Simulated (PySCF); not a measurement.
Polarisability and C₆ of Bi⁶⁷⁺ (bismuth, charge +67)

[Ne] 3s2 3p4, high-spin 3P determinant. All numbers are calculated (PySCF 2.14, scalar relativity by spin-free X2C-1e, in an uncontracted even-tempered set (17 s from 20 bohr⁻², ratio 2.5; 12 p from 26 bohr⁻², ratio 2.5; 4 d from 100 bohr⁻², ratio 2.7; 4 f from 150 bohr⁻², ratio 2.7)). Coupled (time-dependent) response in atomic units; α is the mean over directions.

| method | mean α (bohr³) | α xx, yy, zz | C₆ (like pair) | S(−4) |
| --- | --- | --- | --- | --- |
| UHF | 0.0009821 | 0.001159, 0.0006291, 0.001159 | 2.790e-05 | 9.788e-07 |
| PBE0 | 0.0009798 | 0.001153, 0.0006329, 0.001153 | 2.780e-05 | 9.775e-07 |

S(−4) is the Cauchy moment in α(ω) = α(0) + S(−4) ω² + …

Spin-orbit coupling is absent.

α(iu) at PBE0:

```csv
u (hartree),α(iu) (bohr³)
0,0.0009798
4.00,0.0009645
8.00,0.0009220
16.0,0.0007901
24.0,0.0006486
32.0,0.0005282
40.0,0.0004342
60.0,0.0002872
80.0,0.0002108
120,0.0001390
200,8.605e-05
```

A single London oscillator, α(iu) = α/(1 + u²/ω²), gives C₆ = (3/4) ω α². Matching the computed C₆ needs ω = 4 × 2.780e-05 / (3 × 0.0009798²) = 38.6 hartree.

For an ion, C₆ is the dispersion term alone; charge-induced terms of lower order in 1/R come first.

The components differ because the open shell of this determinant is not spherical; for a pure term their mean is the scalar polarisability.

Spin-orbit coupling is strong in this species (close to jj coupling), so the high-spin LS determinant is a model state, not a physical level.
